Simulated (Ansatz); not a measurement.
(1) Predict a relaxed structure of fac-TiCl3(H2O)3 (TiCl₃O₃H₆), charge 0, doublet, at B3LYP-D4/def2-SVP (Ansatz).

Answers

(1) 
Cartesian coordinates in Å:
```
Ti -0.427 -0.274 0.308
Cl -1.813 0.906 1.682
O 1.175 -0.798 -1.141
H 0.649 -1.273 -1.811
H 1.635 -1.501 -0.645
Cl -1.774 -1.491 -1.205
O 1.251 0.838 1.284
H 1.567 0.102 1.847
H 0.824 1.462 1.895
Cl 0.570 -2.013 1.559
O -0.830 1.297 -1.224
H -1.373 1.972 -0.785
H -1.455 0.772 -1.765
```
Point group Cs (tolerance 0.1 Å). The metal has 6 neighbours: Cl 2.28 Å, O 2.22 Å, Cl 2.36 Å, O 2.24 Å, Cl 2.36 Å, O 2.23 Å. This is one stationary point.
